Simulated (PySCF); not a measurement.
# ZrH4: from structure and modes to constants

Computed with PBE in PySCF with Zr def2-TZVP with ECP28, H def2-TZVP; scalar-relativistic core potentials, no spin–orbit coupling; density-fitted integrals.

The singlet minimum has Td symmetry. Masses (u): Zr 89.90470, H 1.00782.

```xyz
5
charge 0 multiplicity 1, angstrom
Zr    0.0000    0.0000    0.0000
H    -1.0692    1.0692    1.0692
H    -1.0692   -1.0692   -1.0692
H     1.0692    1.0692   -1.0692
H     1.0692   -1.0692    1.0692
```

Harmonic wavenumbers (cm⁻¹): 525.9 (t2, ×3), 622.0 (e, ×2), 1646.3 (t2, ×3), 1701.1 (a1, ×1).

Q: What is the harmonic zero-point energy?

A: Half the sum of all 9 wavenumbers, 9462/2 = 4731 cm⁻¹, which is 56.6 kJ/mol (1 cm⁻¹ = 0.0119627 kJ/mol).

Q: Give the standard entropy (298.15 K, 1 bar) by its translational, rotational, vibrational and spin parts, and Cp.

A: Sackur–Tetrode with M = 93.94 u gives 165.5; rotation with symmetry number 12 gives 55.6; vibration 11.0; spin R ln 1 = 0.0. The total is 232.1 J/(mol K), and Cp = 4 R + 23.9 = 57.2 J/(mol K).

Stability towards spin polarisation was not tested. Other isomers or separated fragments may lie lower.
